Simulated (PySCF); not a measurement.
Compound: C2H7F2NSi.
Structure used (GFN2-xTB), in Å, numbered top down from 1:
```xyz
13
C2H7F2NSi angstrom
C     -1.4381    0.9387   -0.1496
C     -0.9662   -0.5041    0.0251
Si     0.8611   -0.7465   -0.3657
N      1.8753    0.3224    0.4908
F      1.2064   -0.5219   -1.9135
F      1.2471   -2.3049   -0.2070
H     -2.5006    1.0240    0.0689
H     -0.8949    1.6032    0.5171
H     -1.2693    1.2734   -1.1696
H     -1.1775   -0.8269    1.0457
H     -1.5582   -1.1509   -0.6254
H      2.8313    0.4431    0.1992
H      1.7794    0.4509    1.4825
```

Theory: PySCF 2.14.0, delta-SCF UKS SCAN, pcX-2 on the ionised atom, pcseg-1 elsewhere, spin-free X2C. Each binding energy is the total energy of the core-ionised species, with the hole localised on one atom, minus that of the ground state; both are solved self-consistently, so orbital relaxation is included.

Some binding energies are withheld.

```tsv
atom(s)	bonded to	level	binding energy (eV)
C1	C and 3 H	C 1s	290.85
C2	C, 2 H and Si	C 1s	290.65
N4	2 H and Si	N 1s	?
F5/F6	Si	F 1s	?
Si3	2 F, N and C	Si 1s	?
Si3	2 F, N and C	Si 2p3/2	108.51
```

Task: What is the N 1s binding energy of N4?

Result: 405.28 eV (silicon-bound nitrogen).

Task: Fill in F 1s for F5/F6.

Result: 692.41 eV (silicon-bound fluorine).

Task: Fill in Si 1s for Si3.

Result: 1848.75 eV (fluorine-bound silicon).

The 2 C 1s values lie within 0.20 eV of each other; Gaussian lines of 0.5 eV full width would blend them into one maximum.

Task: Which effective nuclear charge Zeff reproduces each element's mean 1s value in the hydrogen-like formula E = 13.606 eV × Zeff²?

Result: C (Z = 6): mean 290.7 eV, Zeff = 4.62, Z − Zeff = 1.38; N (Z = 7): mean 405.3 eV, Zeff = 5.46, Z − Zeff = 1.54; F (Z = 9): mean 692.4 eV, Zeff = 7.13, Z − Zeff = 1.87; Si (Z = 14): mean 1848.7 eV, Zeff = 11.66, Z − Zeff = 2.34. Means run over the listed sites, weighted by atom count.

Topologically equivalent atoms share the value of their first member; where this conformer doesn't relate them by symmetry, their own values could differ. Spin–orbit and ligand-field terms were added within each 2p shell after the spin-free SCF. 2p1/2 minus 2p3/2 (ligand field included): Si 0.63 eV. One conformer (not necessarily the lowest) at the GFN2-xTB geometry, without solvent, vibrations or thermal averaging.

On Arm Neoverse V2, one thread, no GPU, shared host with 32 logical CPUs at a one-minute load of 20, this took 36 s of wall time and 0.56 GiB of memory at its peak.
